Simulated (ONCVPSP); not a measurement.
An all-electron radial function and its pseudo partner (Ta (Z = 73))

Columns: radius, all-electron u(r) and pseudo u(r) of the 5s shell (level -73.43 eV) of tantalum in the configuration [Kr] 4d10 4f14 5s2 5p6 5d3 6s1.75 6p0.25; PBEsol, scalar-relativistic, ONCV scheme, ONCVPSP 4.0.1.

```tsv
r (bohr)	all-electron	pseudo
0.145	0.4107	0.0711
0.290	-0.4079	0.1954
0.435	-0.4835	0.3939
0.580	0.1854	0.6406
0.725	0.7752	0.8747
0.870	1.0722	1.0345
1.015	1.1303	1.0854
1.160	1.0484	1.0301
1.305	0.9035	0.9006
1.450	0.7431	0.7429
1.595	0.5921	0.5920
1.740	0.4614	0.4613
1.885	0.3537	0.3537
2.030	0.2679	0.2679
2.175	0.2011	0.2011
2.320	0.1499	0.1499
2.465	0.1111	0.1111
2.610	0.0820	0.0820
2.755	0.0603	0.0602
2.900	0.0442	0.0442
3.045	0.0323	0.0323
3.190	0.0235	0.0235
3.335	0.0171	0.0171
3.480	0.0125	0.0125
3.625	0.0090	0.0090
3.770	0.0066	0.0065
```

(1) How many radial nodes do the two functions have?

(2) At about which radius was the pseudo-wave matched?

(3) Where does each function peak?

(4) Is the pseudo-wave norm-conserving?

## Answers

(1) The all-electron 5s function has n − l − 1 = 4 (the table is too coarse to show those close to the nucleus); the pseudo-wave has 0, since the states of the same l below it are removed with the core.

(2) 1.50 bohr, where the columns begin to agree (steps of 0.14 bohr).

(3) Outermost all-electron maximum near 1.01 bohr, pseudo maximum near 1.01 bohr (to the table’s step).

(4) Yes: the ONCV scheme keeps the norm inside the radius equal to the all-electron one, which fixes the energy derivative of the logarithmic derivative at the level.
